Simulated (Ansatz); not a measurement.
Abstraction of F: SiH(CH3)F2 + SiH(SiH3)2 → SiH(CH3)F + SiH(SiH3)2F

Gas-phase species: SiH(CH3)F2, singlet; SiH(SiH3)2, doublet; SiH(CH3)F, doublet; SiH(SiH3)2F, singlet. A radical takes F: the energy is the difference in strength between two Si–F bonds in different surroundings.

Shapes, held fixed at every level: PBE0-D4/def2-TZVP. Programs: Ansatz 0.2.0. The zero-point and thermal change to 298 K, harmonic and unscaled (PBE0-D4/def2-TZVP), is -1.6 kJ/mol.

Problem. Estimate ΔH(298 K) of this reaction.

Solution. The highest level, CCSD(T)/CBS estimate, gives ΔH(298 K) = +88.1 kJ/mol; the levels span +78.0 to +94.1. The column of differences is taken from that level and isn't an error. No measured value is set beside it here. Open shells run unrestricted. The CBS estimate extrapolates MP2 from def2-TZVPP and def2-QZVPP and adds CCSD(T) − MP2 in the triple-zeta set, cores frozen.

```csv
level,kind,ΔH(298 K) (kJ/mol),less CCSD(T)/CBS estimate
MP2/def2-SVP,perturbation theory,+94.1,+6.0
HF/def2-TZVPP,Hartree–Fock,+82.8,-5.3
PBE-D4/def2-TZVPP,GGA,+78.0,-10.1
r2SCAN-D4/def2-TZVPP,meta-GGA,+86.9,-1.2
wB97M-V/def2-TZVPP,range-separated hybrid,+87.3,-0.8
CCSD(T)/def2-SVP,coupled cluster or CI,+93.2,+5.1
CCSD(T)/CBS estimate,coupled cluster or CI,+88.1,0.0
```
